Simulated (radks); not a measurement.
Initial-state core-level shifts of the erbium ion Er+ when its valence configuration changes from [Xe] 4f12 6s1. Method: Dirac Kohn-Sham, PBEsol, spin-unpolarised, spherical densities, finite nucleus; open shells are shared between the two j in proportion to 2j + 1; Fermi nuclear charge, rms radius 5.2516 fm; computed with a radial shooting solver on a logarithmic mesh with Libxc functionals. Shifts are changes of the shell-averaged eigenvalues in eV (positive: less bound); the change of the density at the nucleus, which sets a Mossbauer isomer shift, is in e/bohr^3, on a base of 8.716e+05.

| valence | 1s | 3p | 4d | 5s | density at nucleus |
|---|---|---|---|---|---|
| 4f11 6s1 6p1 | -10.186 | -11.474 | -10.879 | -7.729 | +50.17 |
| 4f13 | +6.146 | +6.987 | +6.746 | +4.892 | -65.67 |
| 4f12 5d1 | +1.463 | +1.492 | +1.544 | +1.681 | -43.11 |
| 4f11 5d1 6s1 | -6.628 | -7.891 | -7.245 | -4.052 | +40.03 |
| 4f11 6s2 | -8.785 | -10.098 | -9.494 | -6.333 | +97.70 |
| 4f12 6p1 | -1.418 | -1.375 | -1.396 | -1.465 | -41.20 |
| 4f10 6p3 | -23.164 | -26.120 | -24.493 | -17.048 | +53.21 |
| 4f12 5d0.5 6s0.5 | +0.779 | +0.793 | +0.821 | +0.890 | -22.25 |
| 4f11.5 6s1 6p0.5 | -4.867 | -5.455 | -5.211 | -3.795 | +22.95 |
